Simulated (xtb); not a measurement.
xtb input (GFN1-xTB):

```bash
xtb mol.xyz --gfn 1 --sp --chrg 1 --uhf 0
```
mol.xyz:
```
4

Se    -0.07086535     0.13535602     0.33303980
F     -1.10807651    -0.97583972    -0.34682015
F      0.03071973     1.16255553    -0.97360251
F      1.34507034    -0.69806079     0.06227231
```

End of the output:

```
         :::::::::::::::::::::::::::::::::::::::::::::::::::::
         ::                     SUMMARY                     ::
         :::::::::::::::::::::::::::::::::::::::::::::::::::::
         :: total energy             -18.092092170448 Eh    ::
         :: gradient norm              0.026454930923 Eh/a0 ::
         :: HOMO-LUMO gap              5.069661524708 eV    ::
         ::.................................................::
         :: SCC energy               -18.101449808584 Eh    ::
         :: -> electrostatic           0.233037606691 Eh    ::
         :: repulsion energy           0.010033358894 Eh    ::
         :: dispersion energy         -0.000675720757 Eh    ::
         :: halogen bond corr.         0.000000000000 Eh    ::
         :: add. restraining           0.000000000000 Eh    ::
         :: total charge               1.000000000000 e     ::
         :::::::::::::::::::::::::::::::::::::::::::::::::::::

           -------------------------------------------------
          |                Property Printout                |
           -------------------------------------------------

    * Orbital Energies and Occupations

         #    Occupation            Energy/Eh            Energy/eV
      -------------------------------------------------------------
         1        2.0000           -1.4829279             -40.3525
         2        2.0000           -1.2512467             -34.0482
         3        2.0000           -1.2512467             -34.0482
         4        2.0000           -1.2194848             -33.1839
         5        2.0000           -0.9951426             -27.0792
         6        2.0000           -0.9951426             -27.0792
         7        2.0000           -0.9886438             -26.9024
         8        2.0000           -0.9426224             -25.6501
         9        2.0000           -0.9426224             -25.6501
        10        2.0000           -0.9267113             -25.2171
        11        2.0000           -0.9267113             -25.2171
        12        2.0000           -0.9261317             -25.2013
        13        2.0000           -0.9086570             -24.7258 (HOMO)
        14                         -0.7223504             -19.6562 (LUMO)
Note: The following floating-point exceptions are signalling: IEEE_UNDERFLOW_FLAG IEEE_DENORMAL
normal termination of xtb
        15                         -0.7223504             -19.6562
        16                         -0.6070738             -16.5193
        17                         -0.4852776             -13.2051
        18                         -0.4715078             -12.8304
        19                         -0.4715078             -12.8304
        20                          0.0181595               0.4941
        21                          0.0181595               0.4941
      -------------------------------------------------------------
                  HL-Gap            0.1863066 Eh            5.0697 eV
             Fermi-level           -0.8155037 Eh          -22.1910 eV

  Mulliken/CM5 charges         n(s)   n(p)   n(d)
     1Se    0.84299  0.93466   1.952  2.581  0.624
     2F     0.05234  0.02178   1.803  5.144  0.000
     3F     0.05234  0.02178   1.803  5.144  0.000
     4F     0.05234  0.02178   1.803  5.144  0.000

Wiberg/Mayer (AO) data.
largest (>0.10) Wiberg bond orders for each atom

 ---------------------------------------------------------------------------
     #   Z sym  total        # sym  WBO       # sym  WBO       # sym  WBO
 ---------------------------------------------------------------------------
     1  34 Se   4.081 --     3 F    1.360     4 F    1.360     2 F    1.360
     2   9 F    1.553 --     1 Se   1.360
     3   9 F    1.553 --     1 Se   1.360
     4   9 F    1.553 --     1 Se   1.360
 ---------------------------------------------------------------------------

Topologies differ in total number of bonds
Writing topology from bond orders to xtbtopo.mol

 dipole moment from electron density (au)
     X       Y       Z
  -0.2029   0.3875   0.9535  total (Debye):    2.666

           -------------------------------------------------
          | TOTAL ENERGY              -18.092092170448 Eh   |
          | GRADIENT NORM               0.026454930923 Eh/α |
          | HOMO-LUMO GAP               5.069661524708 eV   |
           -------------------------------------------------

------------------------------------------------------------------------
------------------------------------------------------------------------
 total:
 SCF:
```

It need not be the lowest isomer of its formula.
